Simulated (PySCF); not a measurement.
A species of formula C8H8O3 has this rotational fingerprint, computed with PBE0/pcSseg-1 in PySCF (dipole) on a GFN2-xTB geometry, gas phase:

| Property | Result |
| --- | --- |
| Rotational constants | A = 2405, B = 710.7, C = 582.1 MHz |
| Dipole components | \|μa\| = 1.67 D, \|μb\| = 3.86 D, \|μc\| = 0.85 D |
| Inertial defect | -53.13 u·Å² |
| κ | -0.86 |

Problem. Which candidate fits, each taken in the one conformer that was computed?
A. `[CH3:1][c:2]1[cH:3][cH:4][cH:5][c:6]([O:7][CH:8]=[O:9])[c:10]1[OH:11]` with C5–C6–O7–C8 -160°, C6–O7–C8–O9 -3°, C6–C10–O11–H -17°
B. `[CH2:1]=[CH:2][C:3]1=[CH:4][CH2:5][C@H:6]([O:7][CH:8]=[O:9])[C:10]1=[O:11]` with C1–C2–C3–C4 178°, C5–C6–O7–C8 131°, C6–O7–C8–O9 -4°, C3–C4–C5–C6 -7°, C4–C5–C6–O7 132°, C5–C6–C10–O11 168°, C2–C3–C10–C6 -174°
C. `[CH3:1][O:2][c:3]1[cH:4][cH:5][c:6]([C:7](=[O:8])[OH:9])[cH:10][cH:11]1` with C1–O2–C3–C4 180°, C5–C6–C7–O8 180°, C6–C7–O9–H 180° (p-anisic acid)

Solution. B. It is C=CC1=CC[C@H](OC=O)C1=O, an asymmetric top, point group C1. The candidates at the same level (rigid rotor, commonest isotopes):

```json
{"SMILES": "C=CC1=CC[C@H](OC=O)C1=O", "A (MHz)": "2405", "B (MHz)": "710.7", "C (MHz)": "582.1", "μa (D)": "1.67", "μb (D)": "3.86", "μc (D)": "0.85", "Δ (u·Å²)": "-53.13", "point group": "C1", "rotor": "asymmetric top"}
{"SMILES": "Cc1cccc(OC=O)c1O", "A (MHz)": "1921", "B (MHz)": "945.3", "C (MHz)": "642.5", "μa (D)": "0.04", "μb (D)": "2.00", "μc (D)": "0.19", "Δ (u·Å²)": "-11.18", "point group": "C1", "rotor": "asymmetric top"}
{"SMILES": "COc1ccc(C(=O)O)cc1", "A (MHz)": "3527", "B (MHz)": "571.8", "C (MHz)": "493.6", "μa (D)": "2.48", "μb (D)": "0.34", "μc (D)": "0.00", "Δ (u·Å²)": "-3.22", "point group": "Cs", "rotor": "near-prolate asymmetric top"}
```

`COc1ccc(C(=O)O)cc1` has A 47 % too high; `Cc1cccc(OC=O)c1O` has B 33 % too high. No structure here is proved a minimum.
